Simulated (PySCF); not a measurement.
**Two-photon absorption: `c1cncc2cccc-2c1`, C9H7N**

Geometry (Å), atoms numbered from 1 in this order:
```xyz
17

C    -2.0243   -1.0223   -0.0681
C    -2.5038    0.2841   -0.0380
N    -1.9055    1.4597    0.0079
C    -0.6062    1.6853    0.0383
C     0.4726    0.8163    0.0315
C     1.8223    1.1708    0.0664
C     2.5916    0.0096    0.0478
C     1.7575   -1.1031    0.0001
C     0.4303   -0.6691   -0.0127
C    -0.7037   -1.4551   -0.0562
H    -2.7826   -1.7943   -0.1060
H    -3.5871    0.3868   -0.0558
H    -0.3677    2.7470    0.0755
H     2.1996    2.1761    0.1009
H     3.6670   -0.0229    0.0667
H     2.0739   -2.1297   -0.0236
H    -0.5409   -2.5271   -0.0845
```

Computed, not measured: PySCF 2.14.0, TDDFT B3LYP/def2-SVPD excited states, vertical, gas phase. Geometry: GFN2-xTB.

Task: How strongly do the lowest singlets absorb one photon, and two photons of half the energy?

Result: δ for parallel linear polarisation; σ at the peak of a Lorentzian of half width 0.1 eV, single beam; Ω is circular over linear.
```csv
state,E (eV),f,photon λ (nm),δ (au),σ (GM),Ω,main
S1,2.59,0.005,957,2.4,0.01,1.08,HOMO→LUMO 0.97
S2,3.30,0.000,751,0.4,0.00,1.50,HOMO−2→LUMO 0.99
S3,3.70,0.003,671,2.43,0.01,1.09,"HOMO→LUMO+1 0.54, HOMO−1→LUMO 0.46"
S4,4.08,0.002,607,1.27,0.01,1.50,HOMO−2→LUMO+1 0.98
S5,4.60,0.124,539,59.9,0.47,1.44,"HOMO−1→LUMO+1 0.73, HOMO−3→LUMO 0.08"
```

Among these, the strongest one-photon state is S5, the strongest two-photon state S5, with a dipole change of 1.1 D (relaxed, norm of the difference vector). Half the energy of S5 comes within 0.4 eV of the allowed S1 or passes it, which inflates δ.
